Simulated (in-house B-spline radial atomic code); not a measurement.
How numerical settings move a run on the zinc ion Zn⁷⁺, [Ar] 3d5. Computed with a B-spline radial code for spherical atoms: Dirac-Kohn-Sham PBE0, spherical fractional occupations, Fermi nucleus of rms radius 3.9283 fm.

Command:
```bash
python run_scf.py task.json out
```
Settings of the sound reference run:
```
Z                30
electrons        23
configuration    [Ar] 3d5
hamiltonian      dirac
method           pbe0
spin_polarised   False
nucleus          fermi
rms_radius       3.9283
mass_number      64
atomic_mass      63.92914
speed_of_light   137.036
knot_spacing     0.22
spline_order     8
gauss_points     12
box_radius       7.79
max_iterations   70
damping          0.5
damped_steps     3
diis_vectors     10
tolerance        1e-08
start            Thomas-Fermi
```

Time taken, with all properties: 1.6 s on 1 thread of Arm Neoverse N1, on a shared host.

It converges in 9 iterations to -1778.513108 hartree, with 3d5/2 at -155.014 eV. The other runs change the listed settings, some to values that make no sense; their results aren't properties of the atom or ion. Radii are in bohr (the nuclear one in fm), a minus after a letter asks for a j subshell, and «unchanged» means within 1e-8 hartree. The run stops when the residual is below 10 × tolerance × max(1, Z/10), or a noise floor if that is larger, and the energy moves by less than 1e-8 × √|E| hartree; so very loose and very tight tolerances often act alike.

```tsv
changed settings	outcome
first_knot = 0.01	converged in 9 iterations, energy +1.59e-02 hartree from the reference, 3d5/2 level -1.7e-03 eV
first_knot = 0.000333	converged in 9 iterations, energy -1.60e-04 hartree from the reference, 3d5/2 level +1.8e-06 eV
box_radius = 31.16	converged in 9 iterations, energy unchanged
box_radius = 0.31	converged in 7 iterations, energy +2.11e+03 hartree from the reference, 3d5/2 level +3.3e+03 eV (the program warns: 3d5/2 has a positive eigenvalue: unbound, held by the box; 2s1/2 has a positive eigenvalue: unbound, held by the box)
first_knot = 3.33e-05	converged in 9 iterations, energy +5.40e-07 hartree from the reference, 3d5/2 level +3.8e-06 eV
knot_spacing = 0.4, max_iterations = 100, damping = 0, diis_vectors = 2	converged in 11 iterations, energy +2.05e-04 hartree from the reference, 3d5/2 level -2.7e-04 eV
box_radius = 3.9	converged in 9 iterations, energy +4.10e-06 hartree from the reference, 3d5/2 level +1.9e-04 eV (the program warns: 3d5/2 reaches the box edge; 3d3/2 reaches the box edge)
box_radius = 2.34	converged in 9 iterations, energy +2.24e-02 hartree from the reference, 3d5/2 level +4.5e-01 eV (the program warns: 3d5/2 reaches the box edge; 3s1/2 reaches the box edge)
electrons = 29, configuration = [Ar] 3d11, max_iterations = 50	stopped with error: shell 3d holds at most 10 electrons
electrons = 24, configuration = [Ar] 3d5 3f1, max_iterations = 60	stopped with error: there is no 3f shell
first_knot = 0.00333	converged in 9 iterations, energy -5.28e-03 hartree from the reference, 3d5/2 level -7.3e-05 eV
box_radius = 31.16, max_iterations = 60, tolerance = 0.001, start = bare nucleus	converged in 8 iterations, energy unchanged, 3d5/2 level -6.6e-05 eV
spline_order = 5, max_iterations = 60, damped_steps = 0	converged in 7 iterations, energy +1.86e-05 hartree from the reference, 3d5/2 level -2.0e-05 eV
box_radius = 1.17	converged in 8 iterations, energy +1.04e+01 hartree from the reference, 3d5/2 level +5.7e+01 eV (the program warns: 3d5/2 reaches the box edge; 2s1/2 reaches the box edge)
method = hf, speed_of_light = 22.50131	stopped with error: Z/c is past the critical charge
box_radius = 0.47	converged in 7 iterations, energy +5.91e+02 hartree from the reference, 3d5/2 level +1.2e+03 eV (the program warns: 3d5/2 has a positive eigenvalue: unbound, held by the box; 3s1/2 has a positive eigenvalue: unbound, held by the box)
```

Problem. What happens with box_radius = 1.56?

Solution. Converged in 8 iterations, energy +1.32e+00 hartree from the reference, 3d5/2 level +1.2e+01 eV (the program warns: 3d5/2 reaches the box edge; 3s1/2 reaches the box edge).

Problem. What happens with box_radius = 0.78?

Solution. Converged in 7 iterations, energy +8.64e+01 hartree from the reference, 3d5/2 level +2.7e+02 eV (the program warns: 3d5/2 has a positive eigenvalue: unbound, held by the box; 3s1/2 has a positive eigenvalue: unbound, held by the box).

Problem. What happens with gauss_points = 3?

Solution. Converged in 8 iterations, energy +6.75e-05 hartree from the reference, 3d5/2 level -1.4e-05 eV.

Problem. What happens with box_radius = 0.78, first_knot = 0.0333, max_iterations = 50, damping = 0.95, start = bare nucleus?

Solution. Converged in 8 iterations, energy +8.66e+01 hartree from the reference, 3d5/2 level +2.7e+02 eV (the program warns: 3d5/2 has a positive eigenvalue: unbound, held by the box; 3s1/2 has a positive eigenvalue: unbound, held by the box).
